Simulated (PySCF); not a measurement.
GaO: energy against distance

Set-up: PySCF, scalar-relativistic core potentials, basis sets Ga cc-pVDZ-PP with ECP10, O cc-pVDZ. Energies in eV from Ga + O in their ground configurations at the same level. State: ²Σ⁺ (doublet), unpaired electrons σ ↑.

| R (Å) | UHF | r²SCAN |
| --- | --- | --- |
| 1.490 | 0.210 | -3.158 |
| 1.559 | -0.548 | -3.792 |
| 1.628 | -1.031 | -4.119 |
| 1.680 | -1.253 | -4.222 |
| 1.732 | -1.382 | -4.237 |
| 1.784 | -1.438 | -4.189 |
| 1.853 | -1.425 | -4.056 |
| 1.940 | -1.308 | -3.820 |
| 2.044 | -1.073 | -3.484 |
| 2.182 | -0.672 | -3.006 |

Task: Put a parabola through the three lowest points of the UHF curve and estimate Re, k and ωe (reduced mass 12.98 u; 1 eV/Å² = 0.16022 mdyn/Å; ωe = 1302.8·√(k/μ) cm⁻¹).

Result: Through R = 1.732, 1.784, 1.853 Å the second-order coefficient is 10.5 eV/Å², so Re ≈ 1.809 Å, k ≈ 3.35 mdyn/Å and ωe ≈ 662 cm⁻¹. A polynomial fit of higher order to the unrounded UHF energies gives Re = 1.808 Å, k = 3.04 mdyn/Å, ωe = 631 cm⁻¹; anharmonicity and rounding make the difference.

The higher-order fit for each curve: UHF: Re = 1.808 Å, ωe = 631 cm⁻¹, De = 1.44 eV; r²SCAN: Re = 1.716 Å, ωe = 735 cm⁻¹, De = 4.24 eV.

Spin–orbit coupling is left out. The state is the lowest determinant that a PBE0 search found; another state may lie lower at other levels.
